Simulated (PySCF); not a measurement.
SMILES CCc1ccc(C)s1 (GFN2-xTB optimised geometry):

```
18

C      3.381    -0.427     1.357
C      2.822     0.004     0.000
C      1.331     0.004     0.000
C      0.480     1.060     0.000
C     -0.885     0.682     0.033
C     -1.072    -0.661     0.062
C     -2.348    -1.424     0.102
S      0.453    -1.496     0.047
H      3.048    -1.434     1.598
H      4.468    -0.414     1.340
H      3.037     0.247     2.139
H      3.171     1.010    -0.240
H      3.190    -0.679    -0.771
H      0.810     2.083    -0.027
H     -1.695     1.390     0.035
H     -2.400    -2.042     0.998
H     -2.430    -2.083    -0.762
H     -3.190    -0.736     0.100
```

Level of theory: PBE/def2-SVP (PySCF).

### Question
What are the frontier orbital energies and the dipole moment?

### Answer
HOMO-2 -7.88 eV, HOMO-1 -5.86 eV, HOMO -5.13 eV, LUMO -0.86 eV, LUMO+1 0.23 eV; dipole moment 0.24 D.

Meta-Löwdin charges at PBE/def2-SVP: C1 -0.30, C2 -0.17, C3 -0.10, C4 -0.16, C5 -0.15, C6 -0.09, C7 -0.31, S8 0.20, H9 0.10, H10 0.10, H11 0.10, H12 0.11, H13 0.10, H14 0.11, H15 0.11, H16 0.11, H17 0.11, H18 0.12.
